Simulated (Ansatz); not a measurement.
Single points on BH2(iPr) (C₃H₉B).

```yaml
crystal:
  periodic: [false, false, false]
  atoms:
    - {symbol: B, position_ang: [1.181497, 1.137477, -0.070808]}
    - {symbol: H, position_ang: [1.777058, 1.470647, 0.930245]}
    - {symbol: H, position_ang: [1.434425, 1.699762, -1.113729]}
    - {symbol: C, position_ang: [0.239033, -0.094052, -0.050541]}
    - {symbol: C, position_ang: [-0.764000, -0.238321, -1.198011]}
    - {symbol: C, position_ang: [-0.345601, -0.517576, 1.299421]}
    - {symbol: H, position_ang: [1.103467, -0.788893, -0.272983]}
    - {symbol: H, position_ang: [-0.310741, 0.005401, -2.170866]}
    - {symbol: H, position_ang: [-1.615673, 0.447030, -1.051318]}
    - {symbol: H, position_ang: [-1.176840, -1.259451, -1.257387]}
    - {symbol: H, position_ang: [-0.753652, -1.541855, 1.267572]}
    - {symbol: H, position_ang: [0.405081, -0.472296, 2.103009]}
    - {symbol: H, position_ang: [-1.174055, 0.152116, 1.585387]}
basis:
  gaussian: {orbitals: def2-TZVP, initial_orbitals: start.molden}
hamiltonian: {xc: r2scan, dispersion: d4}
scf: {omitted_lower_state_checks: [starts]}
output: {forces: true, orbitals: {seedname: orbitals}}
```

The file start.molden holds the orbitals of an earlier run on this structure, at another level or in another basis.

```sh
$ ansatz run in.yaml --threads 4 --pin off --events-out ev --progress --plain --max-ram 3916MiB
```

Shortened log:

```
Functional definition: r2SCAN
1105 factors; their error is unknown
mean field evaluation 1: about -3932.2736 eV, gradient 4.2e0 eV
mean field evaluation 2: about -3932.3020 eV, gradient 2.5e-2 eV
mean field evaluation 4: about -3932.2674 eV, gradient 3.7e-4 eV
mean field -3932.26734749 eV, -144.5081596336 hartree, gradient 1.2e-5 eV, S^2 0.000000; 0 other end points of the search recorded, 0 dependent functions left out
reference -3932.26736125 eV, -144.5081601395 hartree; 16, 16 occupied and 162, 162 virtual orbitals, 1105 factors
Total energy: -3932.32025854 eV, -144.5101040789 hartree
Atom 0 at     1.181497     1.137477    -0.070808 Å, force     0.071031     0.081906    -0.001591 eV/Å
Atom 1 at     1.777058     1.470647     0.930245 Å, force    -0.148725    -0.087047    -0.233736 eV/Å
Atom 2 at     1.434425     1.699762    -1.113729 Å, force    -0.069078    -0.141468     0.244599 eV/Å
Atom 3 at     0.239033    -0.094052    -0.050541 Å, force     0.233894     0.040092    -0.035348 eV/Å
Atom 4 at    -0.764000    -0.238321    -1.198011 Å, force    -0.181157    -0.009624    -0.175141 eV/Å
Atom 5 at    -0.345601    -0.517576     1.299421 Å, force    -0.116034    -0.052491     0.217471 eV/Å
Atom 6 at     1.103467    -0.788893    -0.272983 Å, force    -0.169894     0.075343     0.036501 eV/Å
Atom 7 at    -0.310741     0.005401    -2.170866 Å, force    -0.098335    -0.062957     0.259032 eV/Å
Atom 8 at    -1.615673     0.447030    -1.051318 Å, force     0.223578    -0.177305    -0.017650 eV/Å
Atom 9 at    -1.176840    -1.259451    -1.257387 Å, force     0.114971     0.253636     0.031501 eV/Å
Atom 10 at    -0.753652    -1.541855     1.267572 Å, force     0.107601     0.258620    -0.011151 eV/Å
Atom 11 at     0.405081    -0.472296     2.103009 Å, force    -0.178875    -0.009250    -0.221442 eV/Å
Atom 12 at    -1.174055     0.152116     1.585387 Å, force     0.211023    -0.169455    -0.093045 eV/Å
Dipole moment:    -0.078547    -0.133462    -0.001784 e Å
Checks for a lower state left out: starts
```

Hardware: 4 threads of Arm Neoverse V1 on a shared host. Wall time 2.8 s.

First input, but with `gaussian: {orbitals: 6-31G}`, `hamiltonian: {xc: hf}`, `output: {orbitals: {seedname: orbitals}}` (abridged; 0.2 s):

```
Functional definition: HF
mean field -3903.28999487 eV, -143.4432615665 hartree, gradient 2.2e-5 eV, S^2 0.000000
Total energy: -3903.28999487 eV, -143.4432615665 hartree
Checks for a lower state left out: starts
```

First input, but with `gaussian: {orbitals: def2-TZVPP, initial_orbitals: start.molden}`, `correlation: {method: ccsd_t}`, `output: {orbitals: {seedname: orbitals}}` and without the key `hamiltonian` (abridged; 6.1 min):

```
Functional definition: HF
mean field -3906.38617865 eV, -143.5570442218 hartree, gradient 3.0e-6 eV, S^2 0.000000
4 core orbitals not correlated: weight in the atoms' cores, before any rotation towards them, 1.000 or more for the frozen orbitals, at most 0.000 for the correlated occupied ones
second order -17.34661339 eV of doubles, -0.00000000 eV of singles
cycle   1  -18.25164822 eV  change   -9.1e-1 eV  update   8.1e-2
cycle   2  -18.71558540 eV  change   -4.6e-1 eV  update   2.3e-2
cycle   3  -18.77185782 eV  change   -5.6e-2 eV  update   8.4e-3
cycle   4  -18.76921909 eV  change    2.6e-3 eV  update   2.1e-3
cycle   5  -18.76932430 eV  change   -1.1e-4 eV  update   8.9e-4
cycle   6  -18.76925359 eV  change    7.1e-5 eV  update   3.2e-4
cycle   7  -18.76918119 eV  change    7.2e-5 eV  update   1.2e-4
cycle   8  -18.76918661 eV  change   -5.4e-6 eV  update   4.5e-5
cycle   9  -18.76918228 eV  change    4.3e-6 eV  update   1.7e-5
perturbative correction -0.69565994 eV, -0.0255650312 hartree
Total energy: -3925.85102088 eV, -144.2723639798 hartree
Checks for a lower state left out: starts
```

The first input with `hamiltonian: {xc: {name: LC-wPBE}}`, `output: {orbitals: {seedname: orbitals}}` (abridged; 1.6 s):

```
Functional definition: LC-wPBE
mean field -3932.48900288 eV, -144.5163053189 hartree, gradient 1.7e-5 eV, S^2 0.000000
Total energy: -3932.48900288 eV, -144.5163053192 hartree
Checks for a lower state left out: starts
```

First input, but with `hamiltonian: {xc: pbe}`, `correlation: {method: rpa}` and without the key `output` (abridged; 2.8 s):

```
Functional definition: PBE
mean field -3928.83180787 eV, -144.3819058814 hartree, gradient 2.4e-6 eV, S^2 0.000000
4 core orbitals not correlated: weight in the atoms' cores, before any rotation towards them, 1.000 or more for the frozen orbitals, at most 0.000 for the correlated occupied ones
Total energy: -3934.52327881 eV, -144.5910635807 hartree
Checks for a lower state left out: starts
```

As the first input, with `gaussian: {orbitals: def2-SVP, initial_orbitals: start.molden}`, `hamiltonian: {xc: pbe0, dispersion: d4}`, `output: {orbitals: {seedname: orbitals}}` (abridged; 0.85 s):

```
Functional definition: PBE0
mean field -3925.65757821 eV, -144.2652550931 hartree, gradient 6.8e-6 eV, S^2 0.000000
Total energy: -3925.83126017 eV, -144.2716377872 hartree
Checks for a lower state left out: starts
```

First input, but with `hamiltonian: {xc: {name: BHLYP}, dispersion: d4}`, `output: {orbitals: {seedname: orbitals}}` (abridged; 1.5 s):

```
Functional definition: BHLYP
mean field -3932.52510758 eV, -144.5176321422 hartree, gradient 1.9e-5 eV, S^2 0.000000
Total energy: -3932.75184597 eV, -144.5259646244 hartree
Checks for a lower state left out: starts
```

Geometry: r2SCAN-D4/def2-SVP.

LC-ωPBE has ω = 0.4 bohr⁻¹. Correlated methods freeze 4 core orbitals.
